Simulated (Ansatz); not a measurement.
C$_{2}$H$_{6}$N$_{2}$Si (`NC1=C[SiH]1N`). The species carries charge 0 and has multiplicity 1. The geometry is a stationary point of PBE0-D4/def2-TZVP. It is one conformer, not always the lowest.

```xyz
11

N     0.680    1.321   -1.581
C     0.483    0.306   -0.714
C     0.308   -1.040   -0.808
Si    0.128   -0.493    0.868
N    -1.344   -0.434    1.722
H     0.973    2.213   -1.230
H     0.919    1.119   -2.538
H     0.308   -1.742   -1.634
H     1.165   -0.616    1.924
H    -1.380   -0.282    2.715
H    -2.241   -0.351    1.275
```

(1) What is the dipole moment at r2SCAN/def2-TZVPP? (An estimate is asked.)

(2) And with PBE, B3LYP, ωB97M-V? (Estimate.)

(3) Give the Mulliken charges with r2SCAN, ωB97M-V, B3LYP in def2-TZVPP. (Best estimate.)

Results:

(1) Computed: 1.87 D, with components (-0.37, 1.77, -0.46) D in this frame, pointing from negative to positive charge.

(2) The calculation gave: PBE 1.88 D, B3LYP 1.78 D, ωB97M-V 1.75 D.

(3) Ansatz gave: 
```json
{"atom": "N1", "r2SCAN": "-0.38", "ωB97M-V": "-0.28", "B3LYP": "-0.32"}
{"atom": "C2", "r2SCAN": "0.05", "ωB97M-V": "0.03", "B3LYP": "0.04"}
{"atom": "C3", "r2SCAN": "-0.34", "ωB97M-V": "-0.33", "B3LYP": "-0.31"}
{"atom": "Si4", "r2SCAN": "0.53", "ωB97M-V": "0.43", "B3LYP": "0.43"}
{"atom": "N5", "r2SCAN": "-0.49", "ωB97M-V": "-0.39", "B3LYP": "-0.43"}
{"atom": "H6", "r2SCAN": "0.18", "ωB97M-V": "0.14", "B3LYP": "0.17"}
{"atom": "H7", "r2SCAN": "0.17", "ωB97M-V": "0.13", "B3LYP": "0.15"}
{"atom": "H8", "r2SCAN": "0.06", "ωB97M-V": "0.11", "B3LYP": "0.10"}
{"atom": "H9", "r2SCAN": "-0.11", "ωB97M-V": "-0.06", "B3LYP": "-0.10"}
{"atom": "H10", "r2SCAN": "0.16", "ωB97M-V": "0.12", "B3LYP": "0.14"}
{"atom": "H11", "r2SCAN": "0.16", "ωB97M-V": "0.12", "B3LYP": "0.14"}
```

B3LYP here is the variant with VWN-RPA as its local correlation; programs differ in this.
